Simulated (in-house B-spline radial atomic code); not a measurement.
How numerical settings move a run on Co IV (Co3+), [Ar] 3d6. Computed with an all-electron radial atomic-structure program (B-spline basis): scalar-relativistic (X2C) CAM-B3LYP, spherical fractional occupations, Fermi nucleus of rms radius 3.7875 fm.

Command:
```bash
python run_scf.py task.json out
```
Settings of the sound reference run:
```
Z                27
electrons        24
configuration    [Ar] 3d6
hamiltonian      x2c
method           camb3lyp
spin_polarised   False
nucleus          fermi
rms_radius       3.7875
mass_number      59
atomic_mass      58.93319
speed_of_light   137.036
knot_spacing     0.22
spline_order     8
gauss_points     12
box_radius       16.22
max_iterations   70
damping          0.5
damped_steps     3
diis_vectors     10
tolerance        1e-08
start            Thomas-Fermi
```

Time taken, with all properties: 0.39 s on 1 thread of Arm Neoverse V2 (shared host).

It converges in 10 iterations to -1390.616178 hartree, with 3d at -46.4196 eV. The other runs change the listed settings, some to values that make no sense; their results aren't properties of the atom or ion. Radii are in bohr (the nuclear one in fm), a minus after a letter asks for a j subshell, and «unchanged» means within 1e-8 hartree. The run stops when the residual is below 10 × tolerance × max(1, Z/10), or a noise floor if that is larger, and the energy moves by less than 1e-8 × √|E| hartree; so very loose and very tight tolerances often act alike.

```tsv
changed settings	outcome
first_knot = 3.7e-05	converged in 10 iterations, energy -3.94e-07 hartree from the reference, 3d level +3.0e-07 eV
first_knot = 0.0037	converged in 10 iterations, energy -3.81e-03 hartree from the reference, 3d level +2.2e-05 eV
spline_order = 4, max_iterations = 3, damped_steps = 0, tolerance = 1e-10	not converged after 3 iterations, last residual 4.9e-02, last energy +7.70e-02 hartree from the reference
diis_vectors = 4	converged in 10 iterations, energy unchanged, 3d level +1.9e-06 eV
first_knot = 0.00037	converged in 10 iterations, energy +5.48e-06 hartree from the reference, 3d level +9.3e-07 eV
knot_spacing = 0.1, max_iterations = 100, damping = 0.95, diis_vectors = 4, start = bare nucleus	converged in 12 iterations, energy -5.70e-07 hartree from the reference, 3d level +6.2e-06 eV
max_iterations = 100, damped_steps = 8, diis_vectors = 1	converged in 13 iterations, energy unchanged, 3d level +2.3e-05 eV
first_knot = 0.0111	converged in 10 iterations, energy +4.85e-03 hartree from the reference, 3d level -2.8e-05 eV
max_iterations = 3, start = bare nucleus	not converged after 3 iterations, last residual 3.7e-01, last energy +1.08e+00 hartree from the reference
electrons = 25, configuration = [Ar] 3d6 4p-1, max_iterations = 75	stopped with error: j subshells need the Dirac Hamiltonian and l > 0
box_radius = 8.11, max_iterations = 50, start = bare nucleus	converged in 10 iterations, energy +1.45e-07 hartree from the reference, 3d level -3.1e-06 eV
max_iterations = 5	not converged after 5 iterations, last residual 9.6e-03, last energy +2.11e-03 hartree from the reference
electrons = 32, configuration = [Ar] 3d6 5s2 5p6, max_iterations = 50	converged in 13 iterations to -1390.7061 hartree, a different physical problem (warning: 5s has a positive eigenvalue: unbound, held by the box)
diis_vectors = 2	converged in 12 iterations, energy unchanged, 3d level +2.5e-05 eV
diis_vectors = 0	converged in 21 iterations, energy unchanged, 3d level +4.0e-06 eV
diis_vectors = 1	not converged after 70 iterations, last residual 1.1e-01, last energy +3.41e-01 hartree from the reference
```

Problem. What happens with first_knot = 3.7e-06?

Solution. Converged in 10 iterations, energy +6.84e-07 hartree from the reference, 3d level +3.9e-07 eV.

Problem. What happens with first_knot = 0.037?

Solution. Converged in 10 iterations, energy +9.87e-02 hartree from the reference, 3d level -5.7e-04 eV.

Problem. What happens with max_iterations = 3?

Solution. Not converged after 3 iterations, last residual 1.2e-01, last energy +3.97e-01 hartree from the reference.

Problem. What happens with max_iterations = 8?

Solution. Not converged after 8 iterations, last residual 3.0e-05, last energy +2.05e-08 hartree from the reference.
